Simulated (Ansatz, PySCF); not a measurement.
CHO, SMILES C#[O+], charge +1.

The structure is a stationary point at r2SCAN-D4/def2-TZVPD.

Two levels are set side by side: PBE/def2-TZVPD (Ansatz, a first-principles code) and EOM-CCSD/aug-cc-pVDZ (PySCF). PBE by ΔSCF, the other level by its IP root; same geometry, the bases differ. Differences are taken from unrounded values.

```
quantity                         EOM-CCSD
-------------------------------  --------
vertical ionisation energy (eV)     26.62
```

Q: What does PBE give, and how far is it from EOM-CCSD? (Estimate from the structure and the level; the computed values follow.)

A: 
```json
[
 {"quantity": "vertical ionisation energy (eV)", "PBE": "26.88", "PBE minus EOM-CCSD": "0.26"}
]
```

Here PBE gives about what the other level gives.
